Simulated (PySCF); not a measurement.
C3H3, charge -1, singlet, geometry from GFN2-xTB (in this run its highest filled SCF level lies above zero, so its values depend strongly on the basis, on diffuse functions most of all); PBE0/6-31+G* run with PySCF.

PySCF was given this input:
```python
from pyscf import gto, scf, dft, solvent

mol = gto.M(
    atom='''
C     0.015184   -0.052156    0.806927
C     0.003588   -0.766783   -0.607575
C    -0.019757    0.561525   -0.527661
H     0.935761   -0.000041    1.428440
H    -0.884247   -0.033956    1.460495
H    -0.045601    1.578483   -0.919078
''',
    basis='6-31+g*',
    charge=-1,
    spin=0,
    verbose=4,
)

mf = dft.RKS(mol)
mf.xc = 'pbe0'
mf.kernel()
mf.analyze()
```

The log (banner, timings and long lists left out):

```
PySCF version 2.14.0

[INPUT] verbose = 4
[INPUT] num. atoms = 6
[INPUT] num. electrons = 22
[INPUT] charge = -1
[INPUT] spin (= nelec alpha-beta = 2S) = 0
[INPUT] symmetry False subgroup None
[INPUT] Mole.unit = angstrom
[INPUT] Symbol           X                Y                Z      unit          X                Y                Z       unit  Magmom
[INPUT]  1 C      0.015184000000  -0.052156000000   0.806927000000 AA    0.028693601475  -0.098560555753   1.524871032517 Bohr   0.0
[INPUT]  2 C      0.003588000000  -0.766783000000  -0.607575000000 AA    0.006780337335  -1.449009866972  -1.148150350133 Bohr   0.0
[INPUT]  3 C     -0.019757000000   0.561525000000  -0.527661000000 AA   -0.037335319043   1.061128462096  -0.997134776614 Bohr   0.0
[INPUT]  4 H      0.935761000000  -0.000041000000   1.428440000000 AA    1.768332008049  -0.000077478771   2.699360385374 Bohr   0.0
[INPUT]  5 H     -0.884247000000  -0.033956000000   1.460495000000 AA   -1.670984656468  -0.064167540286   2.759935556297 Bohr   0.0
[INPUT]  6 H     -0.045601000000   1.578483000000  -0.919078000000 AA   -0.086173401006   2.982900562282  -1.736805707113 Bohr   0.0

nuclear repulsion = 56.7532192035729
number of shells = 30
number of NR pGTOs = 105
number of NR cGTOs = 60
basis = 6-31+g*
ecp = {}

******** <class 'pyscf.dft.rks.RKS'> ********
method = RKS
initial guess = minao
damping factor = 0
level_shift factor = 0
DIIS = <class 'pyscf.scf.diis.CDIIS'>
diis_start_cycle = 1
diis_space = 8
diis_damp = 0
SCF conv_tol = 1e-09
SCF conv_tol_grad = None
SCF max_cycles = 50
direct_scf = True
direct_scf_tol = 1e-13
XC library pyscf.dft.libxc version 7.1.2
    S. Lehtola, C. Steigemann, M. J. T. Oliveira, and M. A. L. Marques,  SoftwareX 7, 1–5 (2018)
XC functionals = pbe0
    C. Adamo and V. Barone,  J. Chem. Phys. 110, 6158 (1999)
    M. Ernzerhof and G. E. Scuseria,  J. Chem. Phys. 110, 5029 (1999)
radial grids:
    Treutler-Ahlrichs [JCP 102, 346 (1995); DOI:10.1063/1.469408] (M4) radial grids

becke partition: Becke, JCP 88, 2547 (1988); DOI:10.1063/1.454033
pruning grids: <function nwchem_prune>
grids dens level: 3
symmetrized grids: False
atomic radii adjust function: <function treutler_atomic_radii_adjust>
small_rho_cutoff = 0
Set gradient conv threshold to 3.16228e-05
Initial guess from minao.
tot grids = 71784
init E= -116.110243480813
  HOMO = -0.250459460843558  LUMO = -0.0507670480116071  gap/eV = 5.43391
cycle= 1 E= -115.760618043016  delta_E= 0.35  |g|= 0.476  |ddm|=  2.7
  HOMO = 0.131881408270901  LUMO = 0.174033030447167  gap/eV = 1.14700
cycle= 2 E= -115.626985945156  delta_E= 0.134  |g|= 0.811  |ddm|= 14.3
  HOMO = 0.0123328928874011  LUMO = 0.167356220971693  gap/eV = 4.21840
cycle= 3 E= -115.844237494939  delta_E= -0.217  |g|= 0.0881  |ddm|= 12.1
  HOMO = 0.0129930811484713  LUMO = 0.164008079209768  gap/eV = 4.10933
cycle= 4 E= -115.845427634933  delta_E= -0.00119  |g|= 0.0597  |ddm|= 0.227
  HOMO = 0.0113861544934712  LUMO = 0.165235999644441  gap/eV = 4.18647
cycle= 5 E= -115.846362876503  delta_E= -0.000935  |g|= 0.0034  |ddm|= 0.282
  HOMO = 0.0112091565914874  LUMO = 0.165175776665284  gap/eV = 4.18965
cycle= 6 E= -115.846366755585  delta_E= -3.88e-06  |g|= 0.00123  |ddm|= 0.061
  HOMO = 0.0111088241589452  LUMO = 0.165194350480251  gap/eV = 4.19288
cycle= 7 E= -115.846367132324  delta_E= -3.77e-07  |g|= 0.000661  |ddm|= 0.0196
  HOMO = 0.0110693685348071  LUMO = 0.165202510324848  gap/eV = 4.19418
cycle= 8 E= -115.84636726569  delta_E= -1.33e-07  |g|= 7.81e-05  |ddm|= 0.00989
  HOMO = 0.0110764886893584  LUMO = 0.165210244304955  gap/eV = 4.19419
cycle= 9 E= -115.846367269417  delta_E= -3.73e-09  |g|= 1.05e-05  |ddm|= 0.00378
  HOMO = 0.0110787268941404  LUMO = 0.165210394892658  gap/eV = 4.19414
cycle= 10 E= -115.846367269496  delta_E= -7.88e-11  |g|= 1.7e-06  |ddm|= 0.000486
  HOMO = 0.0110787559295948  LUMO = 0.165210472914814  gap/eV = 4.19414
Extra cycle  E= -115.846367269497  delta_E= -7.67e-13  |g|= 1.81e-06  |ddm|= 4.23e-05
converged SCF energy = -115.846367269497
**** SCF Summaries ****
Total Energy =                        -115.846367269496739
Nuclear Repulsion Energy =              56.753219203572861
One-electron Energy =                 -272.040787354195459
Two-electron Energy =                   99.441200881125866
Two-electron Coulomb Energy =          116.780569715202219
DFT Exchange-Correlation Energy =      -17.339368834076353
HOMO-LUMO gap [eV] =                     4.194137648810178
**** MO energy ****
MO #1   energy= -10.0161107559118  occ= 2
MO #2   energy= -10.0045091314044  occ= 2
MO #3   energy= -9.99429298123931  occ= 2
MO #4   energy= -0.643223124125838 occ= 2
MO #5   energy= -0.38641738365407  occ= 2
MO #6   energy= -0.33378354465514  occ= 2
MO #7   energy= -0.221114112672641 occ= 2
MO #8   energy= -0.17387474633644  occ= 2
MO #9   energy= -0.0842626593532372 occ= 2
MO #10  energy= -0.0235561068729409 occ= 2
MO #11  energy= 0.0110787559295948 occ= 2
MO #12  energy= 0.165210472914814  occ= 0
MO #13  energy= 0.173932256258447  occ= 0
MO #14  energy= 0.202489602945863  occ= 0
MO #15  energy= 0.207892818617614  occ= 0
MO #16  energy= 0.219868449270971  occ= 0
MO #17  energy= 0.243468852458101  occ= 0
MO #18  energy= 0.25187277433092   occ= 0
MO #19  energy= 0.251958568799546  occ= 0
 ** Mulliken pop on meta-lowdin orthogonal AOs  **
 ** Mulliken pop  **
 ** Mulliken atomic charges  **
charge of    0C =     -0.31007
charge of    1C =     -0.50684
charge of    2C =     -0.30680
charge of    3H =      0.02557
charge of    4H =      0.02557
charge of    5H =      0.07256

WARN: System has nonzero charge -1; the dipole moment is origin-dependent.
Location of origin: [0. 0. 0.]

Dipole moment(X, Y, Z, Debye): -0.02866,  3.32163,  1.88695
```
